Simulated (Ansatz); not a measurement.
Consider the ligand exchange at the Si–N bond: `CO[SiH2]N[SiH2]O` + `O[Si](O)(O)S` → `O[SiH2]S[Si](O)(O)O` + `CO[SiH2]N`.

Gas-phase electronic energies from Ansatz, PBE0-D4/def2-TZVP geometries. CCSD(T)/CBS adds triple-zeta CCSD(T) − MP2 to the extrapolated MP2 energy (def2 sets, frozen cores). This one scheme is used for every species. DFT in def2-TZVPP. B3LYP here is the variant with VWN-RPA as its local correlation; programs differ in this. One conformer a species, not always the lowest.

`CO[SiH2]N[SiH2]O`:

Cartesian coordinates in Å:
```
C -1.226 1.796 -0.297
O 0.148 1.511 -0.144
Si 0.892 0.329 -1.030
N 0.333 -1.230 -0.574
Si 0.358 -1.821 1.051
O 0.741 -0.558 2.025
H -1.483 2.618 0.373
H -1.457 2.100 -1.324
H -1.848 0.929 -0.043
H 2.324 0.525 -0.724
H 0.588 0.499 -2.476
H -0.204 -1.744 -1.256
H -0.976 -2.417 1.345
H 1.400 -2.846 1.304
H 0.409 0.308 1.768
```

`O[Si](O)(O)S`:

```xyz
9

O     1.035   -0.102    1.221
Si   -0.088   -0.025    0.043
O    -0.705    1.483    0.109
O    -1.351   -1.049    0.201
S     0.877   -0.554   -1.773
H     0.875    0.449    1.990
H    -1.474    1.669   -0.433
H    -1.171   -1.986    0.115
H     2.002    0.115   -1.472
```

`O[SiH2]S[Si](O)(O)O`:

Z-matrix (Å, degrees):
```
Si
S 1 2.141
O 1 1.649 2 110.8
H 1 1.484 2 106.9 3 -122.9
H 1 1.479 2 111.3 3 116.3
Si 2 2.140 1 96.8 3 -12.9
H 3 0.965 1 116.7 2 -47.5
O 6 1.623 2 107.7 1 -175.9
O 6 1.642 2 109.4 1 66.5
O 6 1.622 2 113.2 1 -53.6
H 8 0.958 6 118.4 2 59.1
H 9 0.960 6 116.2 2 64.7
H 10 0.962 6 115.5 2 63.4
```

`CO[SiH2]N`:

```xyz
11

C     1.334    0.992   -0.480
O     0.073    1.158    0.119
Si   -1.100    0.007    0.054
N    -0.740   -1.489    0.790
H     1.902    0.185   -0.003
H     1.247    0.768   -1.551
H     1.895    1.922   -0.368
H    -1.381   -0.322   -1.370
H    -2.238    0.647    0.749
H    -0.352   -2.261    0.276
H    -0.640   -1.605    1.784
```

```csv
level,ΔE (kcal/mol),difference from CCSD(T)/CBS
PBE0-D4,-3.6,-2.1
B3LYP-D4,-1.8,-0.3
r2SCAN,-2.9,-1.4
PBE0,-3.2,-1.7
HF/def2-TZVPP,1.8,3.3
MP2/def2-TZVPP,-1.7,-0.2
SCS-MP2/def2-TZVPP,-0.5,1.0
CCSD/def2-TZVPP,0.0,1.5
HF/def2-QZVPP,2.0,3.5
CCSD/CBS(def2),-0.7,0.8
CCSD(T)/CBS,-1.5,0
```

Largest T1 diagnostic among the species: 0.012.

From PBE to PBE0 (25 % exact exchange), in def2-TZVPP and without D4, ΔE moves by +0.8 kcal/mol. In def2-TZVPP, CCSD(T) changes the Hartree–Fock value by −2.5 kcal/mol (the triples alone add −0.8 kcal/mol) and MP2 by −3.5 kcal/mol. The D4 term adds −0.7 kcal/mol with B3LYP and −0.4 kcal/mol with PBE0; it sums over pairs of atoms, weighted by their polarisabilities, and B3LYP, whose exchange is more repulsive, gets the larger term.
